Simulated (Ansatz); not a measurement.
`[O]=[Mo]([OH])([Cl])([Cl])[Cl]` and `[O]=[W]([OH])([Cl])([Cl])[Cl]` differ in one element.

Ansatz, PBE0-D4/def2-TZVP geometries, multiplicity 1. Each molecule was computed in one conformer, which needn't be the lowest.

Elements past krypton have def2 core potentials.

```tsv
property	`[O]=[Mo]([OH])([Cl])([Cl])[Cl]`
HOMO energy (B3LYP/def2-TZVPP) / eV	-8.43
LUMO energy (B3LYP/def2-TZVPP) / eV	-5.06
HOMO energy (PBE/def2-TZVPP) / eV	-7.33
HOMO–LUMO gap (PBE/def2-TZVPP) / eV	1.90
zero-point energy (PBE0-D4/def2-TZVP) / kJ/mol	54.9
HOMO–LUMO gap (PBE0/def2-TZVPP) / eV	3.82
```

Question: Give the same properties after the change, and the shifts. (Best estimate.)

Answer: The calculation gave: 
```json
{"property": "HOMO energy (B3LYP/def2-TZVPP) / eV", "`[O]=[W]([OH])([Cl])([Cl])[Cl]`": "-8.51", "shift": "-0.08"}
{"property": "LUMO energy (B3LYP/def2-TZVPP) / eV", "`[O]=[W]([OH])([Cl])([Cl])[Cl]`": "-4.33", "shift": "0.73"}
{"property": "HOMO energy (PBE/def2-TZVPP) / eV", "`[O]=[W]([OH])([Cl])([Cl])[Cl]`": "-7.40", "shift": "-0.07"}
{"property": "HOMO–LUMO gap (PBE/def2-TZVPP) / eV", "`[O]=[W]([OH])([Cl])([Cl])[Cl]`": "2.63", "shift": "0.73"}
{"property": "zero-point energy (PBE0-D4/def2-TZVP) / kJ/mol", "`[O]=[W]([OH])([Cl])([Cl])[Cl]`": "54.3", "shift": "-0.6"}
{"property": "HOMO–LUMO gap (PBE0/def2-TZVPP) / eV", "`[O]=[W]([OH])([Cl])([Cl])[Cl]`": "4.64", "shift": "0.82"}
```

With PBE0 the HOMO falls by 0.09 eV and the LUMO rises by 0.74 eV, so the gap widens by about 0.83 eV. PBE moves the HOMO by -0.07 eV and ωB97M-V by -0.10 eV.

B3LYP here is the variant with VWN-RPA as its local correlation; programs differ in this.
